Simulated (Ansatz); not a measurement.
Al2BFH4O (`F[B]([AlH2])[O][AlH2]`). The species carries charge 0 and has multiplicity 1. Geometry: relaxed with PBE0-D4/def2-TZVP. It is one conformer, not always the lowest.

```xyz
9

F    -0.707   -1.099   -1.635
B    -0.067   -0.274   -0.784
Al    1.518    0.987   -1.518
O    -0.465   -0.289    0.492
Al   -1.294   -0.671    1.920
H     3.035    0.505   -1.497
H     1.222    2.451   -2.069
H    -0.693   -1.821    2.814
H    -2.550    0.211    2.278
```

Problem. What is the dipole moment at B3LYP/def2-TZVPP? (Estimate.)

Solution. Computed: 1.64 D, with components (-0.50, -0.04, 1.56) D in this frame, pointing from negative to positive charge.

Problem. And with PBE, r2SCAN, ωB97M-V? (Estimate.)

Solution. The calculation gave: PBE 1.63 D, r2SCAN 1.59 D, ωB97M-V 1.63 D.

Problem. Give the Mulliken charges with B3LYP, r2SCAN, PBE in def2-TZVPP. (An estimate is asked.)

Solution. Computed: 
```csv
atom,B3LYP,r2SCAN,PBE
F1,-0.26,-0.27,-0.21
B2,0.39,0.36,0.32
Al3,0.22,0.32,0.16
O4,-0.28,-0.32,-0.20
Al5,0.46,0.53,0.38
H6,-0.14,-0.16,-0.11
H7,-0.14,-0.16,-0.11
H8,-0.13,-0.14,-0.10
H9,-0.13,-0.14,-0.10
```

B3LYP here is the variant with VWN-RPA as its local correlation; programs differ in this.
